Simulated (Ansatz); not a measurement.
Cost and result up the ladder for (Br2Al-mu-H)3 (Al₃H₃Br₆) (12 atoms). Charge 0, multiplicity 1. Geometry: PBE-D4/def2-SVP.

```xyz
12

Al    0.725    1.659    0.173
Br   -0.145    3.213   -1.206
Br    2.423    2.012    1.607
H     1.126    0.265   -0.728
Al    0.308   -1.042   -1.460
Br    1.694   -2.810   -1.350
Br   -0.731   -0.317   -3.324
H    -0.934   -1.200   -0.298
Al   -1.088   -0.616    1.296
Br    0.526   -1.589    2.533
Br   -3.289   -0.570    1.759
H    -0.616    0.995    0.998
```

Ansatz on 4 threads of Arm Neoverse V2 on a shared host. Times are rough, and most runs start from the orbitals of an earlier one. PBE0-D4/def2-TZVP serves as the yardstick here, not as an exact answer. Differences are given only for rows in sets of like size (and for xTB, whose basis is part of the method), since another set adds its own error. Binding counts from free atoms at the same level (Al doublet, Br doublet, H doublet; other spins of the atoms weren't run), without zero-point energy or a counterpoise term.

Correlated methods freeze 69 core orbitals; core or outer-core shells of Br are correlated, in sets that lack core-valence functions. The rows differ in basis, and correlated rows in double-zeta sets carry the largest basis error.

Correlated methods converge slowly with the basis, most of all in double-zeta sets.

```tsv
level	functions	binding energy per atom (eV)	difference from PBE0-D4/def2-TZVP (eV)
PBE0-D4/def2-TZVP	417	2.90	0.00
r2SCAN-D4/def2-TZVP	417	2.97	0.07
HF/def2-TZVP	417	2.23	-0.66
HF/STO-3G	138	3.37	–
PBE-D4/def2-SVP	261	2.92	–
PBE0-D4/def2-SVP	261	2.91	–
B97M-V/def2-TZVP	417	2.95	0.06
MP2/def2-SVP	261	2.82	–
PBE-D4/def2-TZVP (with forces)	417	2.90	0.00
```

(1) Estimate how long each takes.

Answers

(1) HF/STO-3G 2.5 s; PBE-D4/def2-SVP 6 s; PBE-D4/def2-TZVP (with forces) 14 s; PBE0-D4/def2-SVP 15 s; MP2/def2-SVP 19 s; r2SCAN-D4/def2-TZVP 27 s; HF/def2-TZVP 28 s; PBE0-D4/def2-TZVP 40 s; B97M-V/def2-TZVP 50 s. On shared hardware such times vary by a factor of up to 3.
